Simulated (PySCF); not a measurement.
Cl$_{2}$Pb, triplet, at a GFN2-xTB geometry (such geometries of metal compounds can be far from the true shape) (the spin is typed, not shown lowest) (core potentials on Pb); DF-PBE0/def2-SVP run with PySCF.

PySCF was given this input:
```python
from pyscf import gto, scf, dft

mol = gto.Mole()
mol.atom = '''
    Pb    0.01144871   -0.01642557    0.68658980
    Cl    0.85286476    1.01583236   -1.64722030
    Cl   -0.90808794   -0.93660315   -1.66456578
'''
mol.basis = 'def2-svp'
mol.ecp = {'Pb': 'def2-svp'}
mol.spin = 2
mol.verbose = 4
mol.build()

mf = dft.UKS(mol)
mf.xc = 'pbe0'
mf = mf.density_fit(auxbasis='def2-universal-jkfit')
mf.kernel()
```

Task: What does PySCF print? Leave out banner, timings and long lists.

Result: 
```
PySCF version 2.14.0

[INPUT] verbose = 4
[INPUT] num. atoms = 3
[INPUT] num. electrons = 56
[INPUT] charge = 0
[INPUT] spin (= nelec alpha-beta = 2S) = 2
[INPUT] symmetry False subgroup None
[INPUT] Mole.unit = angstrom
[INPUT] Symbol           X                Y                Z      unit          X                Y                Z       unit  Magmom
[INPUT]  1 Pb     0.011448710000  -0.016425570000   0.686589800000 AA    0.021634926380  -0.031039828740   1.297466681920 Bohr   0.0
[INPUT]  2 Cl     0.852864760000   1.015832360000  -1.647220300000 AA    1.611680817693   1.919644948871  -3.112795233824 Bohr   0.0
[INPUT]  3 Cl    -0.908087940000  -0.936603150000  -1.664565780000 AA   -1.716037503620  -1.769923440905  -3.145573440523 Bohr   0.0

nuclear repulsion = 205.472972275262
number of shells = 26
number of NR pGTOs = 133
number of NR cGTOs = 62
basis = def2-svp
ecp = {'Pb': 'def2-svp'}

******** <class 'pyscf.df.df_jk.DFUKS'> ********
method = DFUKS
initial guess = minao
damping factor = 0
level_shift factor = 0
DIIS = <class 'pyscf.scf.diis.CDIIS'>
diis_start_cycle = 1
diis_space = 8
diis_damp = 0
SCF conv_tol = 1e-09
SCF conv_tol_grad = None
SCF max_cycles = 50
direct_scf = False
number electrons alpha = 29  beta = 27
XC library pyscf.dft.libxc version 7.1.2
    S. Lehtola, C. Steigemann, M. J. T. Oliveira, and M. A. L. Marques,  SoftwareX 7, 1–5 (2018)
XC functionals = pbe0
    C. Adamo and V. Barone,  J. Chem. Phys. 110, 6158 (1999)
    M. Ernzerhof and G. E. Scuseria,  J. Chem. Phys. 110, 5029 (1999)
radial grids:
    Treutler-Ahlrichs [JCP 102, 346 (1995); DOI:10.1063/1.469408] (M4) radial grids

becke partition: Becke, JCP 88, 2547 (1988); DOI:10.1063/1.454033
pruning grids: <function nwchem_prune>
grids dens level: 3
symmetrized grids: False
atomic radii adjust function: <function treutler_atomic_radii_adjust>
small_rho_cutoff = 0
Set gradient conv threshold to 3.16228e-05
tot grids = 60992
******** <class 'pyscf.df.df.DF'> ********
auxbasis = def2-universal-jkfit
init E= -1088.83026313078

cycle= 1 E= -1109.97055814076  delta_E= -21.1  |g|= 1.73  |ddm|= 9.52
cycle= 2 E= -1096.5841173229  delta_E= 13.4  |g|= 5.92  |ddm|= 10.6

cycle= 3 E= -1111.42283388176  delta_E= -14.8  |g|=  1.2  |ddm|= 9.04

cycle= 4 E= -1112.67166071595  delta_E= -1.25  |g|= 0.165  |ddm|= 2.23

cycle= 5 E= -1112.6839458774  delta_E= -0.0123  |g|= 0.0635  |ddm|= 0.401
cycle= 6 E= -1112.68617769783  delta_E= -0.00223  |g|= 0.012  |ddm|= 0.102
cycle= 7 E= -1112.68626442778  delta_E= -8.67e-05  |g|= 0.00467  |ddm|= 0.019
cycle= 8 E= -1112.68627792129  delta_E= -1.35e-05  |g|= 0.000491  |ddm|= 0.00545
cycle= 9 E= -1112.68627821981  delta_E= -2.99e-07  |g|= 0.000265  |ddm|= 0.00129
cycle= 10 E= -1112.68627827388  delta_E= -5.41e-08  |g|= 0.000167  |ddm|= 0.00057
cycle= 11 E= -1112.68627831151  delta_E= -3.76e-08  |g|= 2.85e-05  |ddm|= 0.000462
cycle= 12 E= -1112.68627831383  delta_E= -2.32e-09  |g|= 1.12e-05  |ddm|= 0.000135
cycle= 13 E= -1112.68627831408  delta_E= -2.52e-10  |g|= 3.8e-06  |ddm|= 3.66e-05
Extra cycle  E= -1112.68627831412  delta_E= -3.84e-11  |g|= 1.96e-06  |ddm|= 1.48e-05
converged SCF energy = -1112.68627831412  <S^2> = 2.0051736  2S+1 = 3.0034471
```
